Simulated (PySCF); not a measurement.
Worked example: entropy of an ideal gas

1-chloro-1-fluoroethene (C₂H₂ClF), SMILES C(F)(Cl)=C.

Geometry optimised at PBE-D3(BJ)/def2-SVP.

PBE-D3(BJ)/def2-SVP in PySCF gives the harmonic wavenumbers 366, 425, 527, 679, 690, 786, 923, 1179, 1328, 1679, 3120, 3236 cm⁻¹ and the rotational temperatures 0.5039, 0.2387, 0.1620 K. The molar mass is 80.49 g/mol, the symmetry number 1, the spin multiplicity 1.

### Question
Work out the entropy at 298.15 K and 1 atm in the rigid-rotor, harmonic-oscillator model.

### Answer

Translation (Sackur–Tetrode at 1 atm): S = R[1.5 ln M + 2.5 ln T − 1.16487] = 163.5 J/(mol K).
Rotation: q = (√π/σ) T^1.5/√(θA θB θC) = 65400, S = R[ln q + 3/2] = 104.7 J/(mol K).
Vibration: with u = 1.4388 ν/T, each mode gives R[u/(e^u − 1) − ln(1 − e^−u)]:
```json
[
 {"ν (cm⁻¹)": "366", "modes": "1", "u": "1.77", "S (J/(mol K))": "4.59"},
 {"ν (cm⁻¹)": "425", "modes": "1", "u": "2.05", "S (J/(mol K))": "3.66"},
 {"ν (cm⁻¹)": "527", "modes": "1", "u": "2.54", "S (J/(mol K))": "2.49"},
 {"ν (cm⁻¹)": "679", "modes": "1", "u": "3.28", "S (J/(mol K))": "1.39"},
 {"ν (cm⁻¹)": "690", "modes": "1", "u": "3.33", "S (J/(mol K))": "1.33"},
 {"ν (cm⁻¹)": "786", "modes": "1", "u": "3.79", "S (J/(mol K))": "0.92"},
 {"ν (cm⁻¹)": "923", "modes": "1", "u": "4.45", "S (J/(mol K))": "0.53"},
 {"ν (cm⁻¹)": "1179", "modes": "1", "u": "5.69", "S (J/(mol K))": "0.19"},
 {"ν (cm⁻¹)": "1328", "modes": "1", "u": "6.41", "S (J/(mol K))": "0.10"},
 {"ν (cm⁻¹)": "1679", "modes": "1", "u": "8.10", "S (J/(mol K))": "0.02"}
]
```
The stiffer modes add less than 0.005 each. Sum 15.2 J/(mol K).
Spin: R ln 1 = 0.0 J/(mol K).
Total 283.4 J/(mol K); the program's own thermochemistry gives 283.3. Translation makes up 58 % and vibration 5 %. Anharmonicity, hindered rotation and orbital degeneracy are left out.
